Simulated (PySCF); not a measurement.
**Zn (zinc, neutral) across methods**

[Ar] 3d10 4s1 4p1, high-spin 3P determinant (an excited configuration). Computed with PySCF 2.14 in aug-cc-pVQZ-PP with ECP10MDF (7s7p6d4f3g2h, 135 functions), with a scalar-relativistic core potential.

```csv
method,E (hartree),mean ε 3d β (eV),mean ε 4s α (eV),mean ε 4p α (eV),Σ⟨r²⟩ (bohr²),⟨S²⟩
PBE0,-226.9183,-14.832,-8.723,-3.304,39.64,2.002
MN15,-227.3709,-16.846,-9.026,-3.347,41.14,2.001
TPSSh,-226.8876,-13.075,-8.147,-2.872,39.50,2.002
LDA,-226.5742,-12.327,-8.052,-2.585,39.84,2.002
BHandHLYP,-226.7997,-17.608,-9.523,-3.825,39.60,2.001
r2SCAN,-226.8576,-12.108,-8.105,-2.760,38.82,2.003
PBE,-226.9696,-12.065,-7.808,-2.570,40.14,2.002
UHF,-225.86422,-22.551,-10.990,-5.277,39.97,2.002
```

Energies and moments cover only the electrons outside the core potential.
